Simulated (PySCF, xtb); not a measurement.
1,1-dichlorobuta-1,2-diene (C4H4Cl2), SMILES C(=C=CC)(Cl)Cl.

xtb with GFN2-xTB at its own geometry gives an orbital gap of 4.18 eV and a dipole moment of 3.05 D.

Coordinates come from a B3LYP-D3(BJ)/def2-SVP optimisation.

Problem. What does PBE/def2-TZVP in PySCF give? (Estimate from the structure and the level; the computed values follow.)

Solution. gap 4.08 eV (levels -6.04 and -1.97 eV), dipole 2.53 D.
